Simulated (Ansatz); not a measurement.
```xyz
10

Si   -0.817   -0.226   -1.022
C     0.628    0.491   -0.010
C     0.660   -0.172    1.296
Se   -0.063    0.421    2.786
H    -2.094    0.131   -0.360
H    -0.767    0.346   -2.394
H    -0.683   -1.703   -1.099
H     0.455    1.566    0.078
H     1.538    0.297   -0.588
H     1.143   -1.150    1.312
```

The species carries charge 0 and has multiplicity 1.

(1) List the ωB97M-V/def2-TZVPP orbital energies in eV (Ansatz 0.2.0). (Estimate.)

Answers

(1) Ansatz gave: Occupied: -12367.62, -1807.32, -1587.91, -1422.67, -1422.66, -1422.59, -283.61, -281.96, -217.37, -160.31, -160.29, -160.01, -148.40, -102.52, -102.50, -102.50, -60.27, -60.24, -60.03, -60.01, -59.95, -25.42, -22.23, -18.75, -17.72, -15.75, -14.35, -13.02, -12.37, -12.25, -12.01, -9.63, -8.35. Lowest empty: -0.34, 1.89, 2.73, 2.85, 3.19, 3.56, 3.70, 4.05.
